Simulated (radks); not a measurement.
Values are calculated unless marked as measured or tabulated.
Valence configurations of Ne2+ (all share [He]). Level of theory: scalar-relativistic Kohn-Sham, BLYP, spin-polarised, spherical densities, point nucleus; open shells are filled with parallel spins first (a radial shooting solver on a logarithmic mesh with Libxc functionals). Energies are relative to 2s2 2p4; eigenvalues in eV for spin up.

valence      E (eV)  moment (Bohr magnetons)    e(2p)    e(2s)
2s2 2p4       0.000                        2  -56.827  -79.878
2s1.5 2p4.5  11.602                        2  -56.699  -79.892
2s1 2p5      23.179                        2  -56.575  -79.908
2s0.5 2p5.5  36.629                        1  -55.569  -78.920
2p6          48.906                        0  -54.357        -

NIST lists [He] 2s2 2p4 as the ground configuration; this level of theory agrees among the configurations tried. The energies are those of spherical high-spin densities, not of single terms.
